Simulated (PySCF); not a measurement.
# Dipole response of Ru⁴³⁺ (ruthenium, charge +43)

1s1, 2S determinant. Computed with PySCF 2.14 in an even-tempered Gaussian basis (15 s from 76 bohr⁻², ratio 2.2; 7 p from 110 bohr⁻², ratio 2.4; 4 d from 340 bohr⁻², ratio 2.4; 3 f from 520 bohr⁻², ratio 2.4; 3 g from 770 bohr⁻², ratio 2.4), with no relativity, point nucleus. Coupled (time-dependent) response in atomic units; α is the mean over directions.

```csv
method,mean α (bohr³),C₆ (like pair),S(−4)
UHF,1.201e-06,8.956e-10,1.891e-12
```

S(−4) is the Cauchy moment in α(ω) = α(0) + S(−4) ω² + …

α(iu) at UHF:

| u (hartree) | α(iu) (bohr³) |
| --- | --- |
| 0 | 1.201e-06 |
| 80.0 | 1.189e-06 |
| 160 | 1.154e-06 |
| 320 | 1.036e-06 |
| 480 | 8.875e-07 |
| 640 | 7.427e-07 |
| 800 | 6.168e-07 |
| 1200 | 3.940e-07 |
| 1600 | 2.652e-07 |
| 2400 | 1.394e-07 |
| 4000 | 5.639e-08 |

A single London oscillator, α(iu) = α/(1 + u²/ω²), gives C₆ = (3/4) ω α². Matching the computed C₆ needs ω = 4 × 8.956e-10 / (3 × 1.201e-06²) = 828 hartree.

For a non-relativistic one-electron ion the exact value is 9/(2Z⁴) = 1.201e-06 bohr³; Hartree-Fock is exact here up to the basis.

For an ion, C₆ is the dispersion term alone; charge-induced terms of lower order in 1/R come first.

A non-relativistic calculation at this Z misses sizeable relativistic shifts.
